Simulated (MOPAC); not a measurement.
Input file for MOPAC: PM3 on BrFGe (SMILES [F][Ge][Br]), a point of a bond scan (R = 3.524 Å).

```
PM3 1SCF PRECISE CHARGE=0 THREADS=1
BrFGe

Ge     0.54012837 1    -0.45604254 1     0.81246222 1
F      2.44090575 1    -2.19991862 1    -1.58812148 1
Br    -0.87710746 1     0.75843391 1    -0.64309499 1
```

It printed:

```
*******************************************************************************
 **                                                                           **
 **                              MOPAC v23.2.5                                **
 **                                                                           **
 *******************************************************************************
 ** MOPAC's Digital Object Identifier: https://doi.org/10.5281/zenodo.6511958 **
 **                                                                           **
 ** Please cite the open-source release paper for use of this MOPAC version:  **
 ** J. E. Moussa and J. J. P. Stewart (2026)                                  **
 ** MOPAC: An open-source semiempirical molecular orbital program             **
 ** J. Open Source Softw., 11(119), 8025, https://doi.org/10.21105/joss.08025 **
 *******************************************************************************

                              PM3 CALCULATION RESULTS

 *******************************************************************************
 *  PM3        - The PM3 Hamiltonian to be used
 *
 *
 *
 *                 CHARGE ON SYSTEM = 0
 *
 *
 *
 *  PRECISE    - TIGHTER CRITERIA TO BE USED
 *  1SCF       - DO 1 SCF AND THEN STOP
 *  THREADS=1  - MULTI-THREADING NOT USED
 *  T=         - A TIME OF 172800.0 SECONDS REQUESTED
 *  DUMP=N     - RESTART FILE WRITTEN EVERY 7200.0 SECONDS REQUESTED
 *******************************************************************************
PM3 1SCF PRECISE CHARGE=0 THREADS=1
 BrFGe

   ATOM   CHEMICAL          X               Y               Z
  NUMBER   SYMBOL      (ANGSTROMS)     (ANGSTROMS)     (ANGSTROMS)

     1      Ge          0.54012837  *  -0.45604254  *   0.81246222  *
     2       F          2.44090575  *  -2.19991862  *  -1.58812148  *
     3      Br         -0.87710746  *   0.75843391  *  -0.64309499  *



          CARTESIAN COORDINATES

    NO.       ATOM           X           Y           Z

     1        Ge          0.5401     -0.4560      0.8125
     2         F          2.4409     -2.1999     -1.5881
     3        Br         -0.8771      0.7584     -0.6431

  F: (PM3): J. J. P. STEWART, J. COMP. CHEM. 10, 209 (1989).
 Ge: (PM3): J. J. P. STEWART, J. COMP. CHEM. 12, 320-341 (1991).
 Br: (PM3): J. J. P. STEWART, J. COMP. CHEM. 10, 209 (1989).

           Empirical Formula: Ge F Br  =     3 atoms



      MOLECULAR POINT GROUP   :   Cs


      RHF CALCULATION, NO. OF DOUBLY OCCUPIED LEVELS = 9



 ALL CONVERGERS ARE NOW FORCED ON
 SHIFT=10, PULAY ON, CAMP-KING ON
 AND ITERATION COUNTER RESET



 -------------------------------------------------------------------------------
 PM3 1SCF PRECISE CHARGE=0 THREADS=1
 BrFGe



     1SCF WAS SPECIFIED, SO BFGS WAS NOT USED
     SCF FIELD WAS ACHIEVED


                              PM3 CALCULATION
                                                       MOPAC v23.2.5 Linux




          FINAL HEAT OF FORMATION =        120.97644 KCAL/MOL =     506.16544 KJ/MOL


          COSMO AREA              =        126.00 SQUARE ANGSTROMS
          COSMO VOLUME            =        112.33 CUBIC ANGSTROMS

          IONIZATION POTENTIAL    =         10.331329 EV
          HOMO LUMO ENERGIES (EV) =        -10.331 -5.806
          NO. OF FILLED LEVELS    =          9
          MOLECULAR WEIGHT        =        171.4924         POINT GROUP:  Cs

          MOLECULAR DIMENSIONS (Angstroms)

            Atom       Atom       Distance
           Br     3    F     2     4.54468
            F     2   Ge     1     1.81214
           Ge     1   Br     3     0.00000


          SCF CALCULATIONS        =          1





   ATOM   CHEMICAL          X               Y               Z
  NUMBER   SYMBOL      (ANGSTROMS)     (ANGSTROMS)     (ANGSTROMS)

     1      Ge          0.54012837  *  -0.45604254  *   0.81246222  *
     2       F          2.44090575  *  -2.19991862  *  -1.58812148  *
     3      Br         -0.87710746  *   0.75843391  *  -0.64309499  *

                             CARTESIAN COORDINATES

   1   Ge        0.540128370    -0.456042540     0.812462220
   2    F        2.440905750    -2.199918620    -1.588121480
   3   Br       -0.877107460     0.758433910    -0.643094990


           Empirical Formula: Ge F Br  =     3 atoms



      MOLECULAR POINT GROUP   :   Cs


                  EIGENVALUES
 -22.70870 -18.13671 -14.07729 -13.64268 -13.63921 -12.74417 -12.48093 -10.98758
 -10.33133  -5.80557  -4.33055   0.89828


              NET ATOMIC CHARGES AND DIPOLE CONTRIBUTIONS

  ATOM NO.   TYPE          CHARGE      No. of ELECS.   s-Pop       p-Pop
    1         Ge           0.248761        3.7512     0.08771     3.66353
    2          F          -0.281800        7.2818     1.99680     5.28500
    3         Br           0.033039        6.9670     1.92870     5.03826
 DIPOLE           X         Y         Z       TOTAL
 POINT-CHG.    -2.798     2.553     3.018     4.843
 HYBRID         1.013    -0.859     1.390     1.922
 SUM           -1.785     1.695     4.409     5.049


          ATOMIC ORBITAL ELECTRON POPULATIONS

     Atom    s        px        py        pz
    1 Ge   0.08771   1.36369   1.50318   0.79666
    2  F   1.99680   1.78165   1.81691   1.68644
    3 Br   1.92870   1.66426   1.74940   1.62460

 **********************
 *                    *
 * JOB ENDED NORMALLY *
 *                    *
 **********************




 == MOPAC DONE ==
```

The run finished.

Cost: very roughly 0.08 core-seconds.
